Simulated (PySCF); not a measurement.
# Correlation energy of C²⁺ (carbon, charge +2)

[He] 2s1 3d1, high-spin 3D determinant (an excited configuration). All numbers are calculated (PySCF 2.14, scalar relativity by spin-free X2C-1e, in aug-cc-pCVTZ-DK with one added diffuse shell each of s, p, d, f type (8s7p5d3f, 75 functions)). Frozen: nothing; 4 electrons correlated.

| level | correlation energy (mhartree) |
| --- | --- |
| CCSD | -55.14 |
| (T) | -0.15 |
| CCSD(T) | -55.29 |

Diagnostics: T1 = 0.0052, D1 = 0.0145, largest double amplitude 0.087.

The outer electron is Rydberg-like, and this basis confines it to a smaller radius and binds it less than a complete one would.

Cost of the coupled-cluster step: of the order of 9 core-seconds, for 4 correlated electrons.

Iterations:

```
CC2 = 0
CCSD nocc = (np.int64(3), np.int64(1)), nmo = (75, 75)
frozen orbitals [[], []]
max_cycle = 100
direct = 0
conv_tol = 1e-08
conv_tol_normt = 1e-06
diis_space = 8
diis_start_cycle = 0
Init t2, MP2 energy = -0.0472456352254729
Init E_corr(UCCSD) = -0.0472456352256802
cycle = 1  E_corr(UCCSD) = -0.0516323032367236  dE = -0.00438666801  norm(t1,t2) = 0.0304135
cycle = 2  E_corr(UCCSD) = -0.0529199336634693  dE = -0.00128763043  norm(t1,t2) = 0.0198244
cycle = 3  E_corr(UCCSD) = -0.0549244364745949  dE = -0.00200450281  norm(t1,t2) = 0.0139188
cycle = 4  E_corr(UCCSD) = -0.0550396890961907  dE = -0.000115252622  norm(t1,t2) = 0.00440266
cycle = 5  E_corr(UCCSD) = -0.0551536019704732  dE = -0.000113912874  norm(t1,t2) = 0.000993596
cycle = 6  E_corr(UCCSD) = -0.0551249619901347  dE = 2.86399803e-05  norm(t1,t2) = 0.000220673
cycle = 7  E_corr(UCCSD) = -0.0551377437478196  dE = -1.27817577e-05  norm(t1,t2) = 5.89617e-05
cycle = 8  E_corr(UCCSD) = -0.0551362809379363  dE = 1.46280988e-06  norm(t1,t2) = 9.58611e-06
cycle = 9  E_corr(UCCSD) = -0.0551362620647795  dE = 1.88731568e-08  norm(t1,t2) = 5.17513e-06
cycle = 10  E_corr(UCCSD) = -0.0551366334574786  dE = -3.71392699e-07  norm(t1,t2) = 4.59779e-06
cycle = 11  E_corr(UCCSD) = -0.0551366310191374  dE = 2.43834122e-09  norm(t1,t2) = 5.86247e-07
UCCSD converged
E(UCCSD) = -35.31228590809256  E_corr = -0.05513663101913738
UCCSD(T) correction = -0.000147883591281411
```
